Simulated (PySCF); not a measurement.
**wB97M-V on I²⁺ (iodine, charge +2)**

Configuration: [Kr] 4d10 5s2 5p3, high-spin 4S determinant. All numbers are calculated (PySCF 2.14, scalar relativity through the core potential, in aug-cc-pwCVQZ-PP with ECP28MDF (10s10p8d6f4g1h, 169 functions)).

- Total energy: -294.5990 hartree
- One-electron energy: -496.0165 hartree
- Hartree (Coulomb) energy: 222.8979 hartree
- Exchange-correlation energy: -21.4804 hartree
- ⟨S²⟩: 3.7509
- ⟨L²⟩: 0.000
- Sum of ⟨r⟩: 26.11 bohr
- Sum of ⟨r²⟩: 39.91 bohr²
- Time after the integrals: 30 s of wall time on 1 thread of Neoverse-V1 (shared host)

| shell | electrons | mean orbital energy (eV) | rms radius, mean of both spins (bohr) |
| --- | --- | --- | --- |
| 4s α | 1 | -211.43 | 0.794 |
| 4s β | 1 | -211.08 | 0.794 |
| 4p α | 3 | -156.42 | 0.853 |
| 4p β | 3 | -156.07 | 0.853 |
| 4d α | 5 | -76.272 | 0.998 |
| 4d β | 5 | -75.811 | 0.998 |
| 5s α | 1 | -41.981 | 2.01 |
| 5s β | 1 | -37.960 | 2.01 |
| 5p α | 3 | -29.076 | 2.33 |

Energies and moments cover only the electrons outside the core potential.
